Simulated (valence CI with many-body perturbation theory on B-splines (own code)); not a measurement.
Energy levels of Te12+

Method: configuration interaction combined with many-body perturbation theory (CI+MBPT): four valence electrons over a frozen Dirac-Fock core [Kr], a basis of 7 s, 7 p, 8 d, 6 f, 4 g, 1 h functions for each j, with the one-electron correlation potential Σ1, the two-electron term Σ2, the three-electron term Σ3, Breit, model QED; selected CI, second order for the rest, scaled by the run's own slope (own B-spline code, finite nucleus).

No measured spectrum was set against this ion. As an estimate, terms of the open shell hold to 2 to 4 % of their energy, and close levels can change places. Excitations out of the core, of the other parity, are not computed and may begin above about 57.5 eV (a cautious bound); beyond it only levels of the ground parity were kept, without lifetimes.

Levels 46 to 72 of 72, with energies above the lowest level, 4d⁴ ⁵D_0. "Leading %" is the weight of the configuration and term that name the level; weights of strongly mixed levels are sums over their largest components and can fall short. In the jj column 3d3/2^4 stands for four electrons in 3d with j = 3/2.

```tsv
No.	Configuration	Term	J	E (eV)	Leading %	g	Leading jj
46	4d³5s	³P	0	86.718	99		4d3/2^2 4d5/2 5s (99 %)
47	4d³5s	⁵P	3	86.797	93	1.637	4d3/2 4d5/2^2 5s (62 %)
48	4d³5s	³G	3	86.985	78	0.831	4d3/2 4d5/2^2 5s (72 %)
49	4d³5s	³G	4	87.048	50	1.074	4d3/2 4d5/2^2 5s (49 %)
50	4d³5s	³H	5	87.061	41	1.136	4d3/2^2 4d5/2 5s (56 %)
51	4d³5s	³H	4	87.479	51	0.969	4d3/2 4d5/2^2 5s (66 %)
52	4d³5s	⁵P	2	87.906	30	1.406	4d3/2 4d5/2^2 5s (79 %)
53	4d³5s	³P	1	88.215	57	1.361	4d3/2 4d5/2^2 5s (82 %)
54	4d³5s	³P	2	88.360	77	1.416	4d3/2 4d5/2^2 5s (68 %)
55	4d³5s	³H	6	88.590	99	1.166	4d3/2 4d5/2^2 5s (99 %)
56	4d³5s	³P	1	88.610	54	1.160	4d3/2 4d5/2^2 5s (89 %)
57	4d³5s	³P	0	88.736	99		4d3/2 4d5/2^2 5s (99 %)
58	4d³5s	³H	5	88.970	55	1.068	4d3/2 4d5/2^2 5s (76 %)
59	4d³5s	³D	3	89.228	93	1.333	4d3/2 4d5/2^2 5s (66 %)
60	4d³5s	¹H	5	89.644	63	1.075	4d3/2 4d5/2^2 5s (52 %)
61	4d³5s	¹D	2	89.774	41	1.159	4d3/2 4d5/2^2 5s (57 %)
62	4d³5s	¹G	4	89.786	44	0.994	4d5/2^3 5s (80 %)
63	4d³5s	³P	2	90.541	42	1.229	4d5/2^3 5s (70 %)
64	4d³5s	³F	3	90.609	91	1.095	4d3/2 4d5/2^2 5s (63 %)
65	4d³5s	³F	4	90.645	94	1.237	4d3/2 4d5/2^2 5s (86 %)
66	4d³5s	³F	2	90.665	83	0.751	4d3/2 4d5/2^2 5s (48 %)
67	4d³5s	¹P	1	90.868	52	1.024	4d5/2^3 5s (82 %)
68	4d³5s	¹F	3	91.392	91	1.014	4d3/2 4d5/2^2 5s (69 %)
69	4d³5s	³D	1	94.871	98	0.504	4d3/2 4d5/2^2 5s (84 %)
70	4d³5s	³D	2	94.926	92	1.152	4d3/2 4d5/2^2 5s (60 %)
71	4d³5s	³D	3	95.000	87	1.309	4d5/2^3 5s (61 %)
72	4d³5s	¹D	2	95.730	91	0.996	4d5/2^3 5s (43 %)
```

Names give the largest LS component (configuration and term), which can be under half, so a name can repeat, a term be missing and a line seem to break the LS rules; names also repeat where a configuration has a term twice.

Where two levels of one J and parity lie close, their mixing, g and order are uncertain.
